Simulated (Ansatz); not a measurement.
Reaction (isomerisation): `BOC[SiH2]C` → `B[SiH2]COC`

Program: Ansatz. Geometries: PBE0-D4/def2-TZVP. ΔE: electronic, gas phase. CBS: MP2 limit from def2 TZ/QZ plus the TZ coupled-cluster correction, frozen cores. DFT in def2-TZVPP. B3LYP here is the variant with VWN-RPA as its local correlation; programs differ in this. One conformer a species, not always the lowest.

```
             level  ΔE (kcal/mol)  difference from CCSD(T)/CBS
            PBE-D4           59.6                         -1.9
         r2SCAN-D4           61.5                          0.0
           PBE0-D4           59.9                         -1.6
          B3LYP-D4           61.3                         -0.2
           ωB97X-V           59.8                         -1.7
           ωB97M-V           62.4                          0.9
            B2PLYP           62.1                          0.6
               PBE           59.2                         -2.3
              PBE0           59.6                         -1.9
             B3LYP           60.8                         -0.7
    MP2/def2-TZVPP           63.9                          2.4
SCS-MP2/def2-TZVPP           62.2                          0.7
CCSD(T)/def2-TZVPP           61.1                         -0.4
    MP2/def2-QZVPP           64.2                          2.7
SCS-MP2/def2-QZVPP           62.5                          1.0
     MP2/CBS(def2)           64.3                          2.8
       CCSD(T)/CBS           61.5                            0
```

Largest T1 diagnostic among the species: 0.013.

In def2-TZVPP, CCSD(T) changes the Hartree–Fock value by +2.0 kcal/mol (the triples alone add +0.5 kcal/mol) and MP2 by +4.7 kcal/mol.
